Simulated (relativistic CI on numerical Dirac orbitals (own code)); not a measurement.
## S13+: q coefficients

These numbers are calculated, not measured: Dirac-Coulomb-Breit CI, KLI orbitals optimised for each configuration, derivatives by finite differences, unscaled Slater integrals, QED left out (own radial code, finite nucleus).

Configuration list (outside the closed core 1s2): 2s, 2p, 3s, 3p, 3d. Levels of other configurations are missing.

With x = (α/α₀)² − 1 an excitation energy changes as ω = ω₀ + qx; K = 2q/ω₀ is the relative enhancement. Terms are leading LS components, so labels can repeat.

Lowest level 2s ²S1/2.

```json
{"Level": "2p ²P°1/2", "ω₀ (cm⁻¹)": "226190", "q (cm⁻¹)": "4060", "K": "0.0359"}
{"Level": "2p ²P°3/2", "ω₀ (cm⁻¹)": "241131", "q (cm⁻¹)": "19110", "K": "0.158"}
{"Level": "3s ²S1/2", "ω₀ (cm⁻¹)": "3219382", "q (cm⁻¹)": "14200", "K": "0.00882"}
{"Level": "3p ²P°1/2", "ω₀ (cm⁻¹)": "3281869", "q (cm⁻¹)": "15300", "K": "0.00932"}
{"Level": "3p ²P°3/2", "ω₀ (cm⁻¹)": "3286258", "q (cm⁻¹)": "19720", "K": "0.012"}
{"Level": "3d ²D3/2", "ω₀ (cm⁻¹)": "3308812", "q (cm⁻¹)": "19520", "K": "0.0118"}
{"Level": "3d ²D5/2", "ω₀ (cm⁻¹)": "3310195", "q (cm⁻¹)": "20900", "K": "0.0126"}
```

At this charge energies of transitions that change n are usually good to better than 1 %, and those within a shell (Δn = 0) to a few per cent.
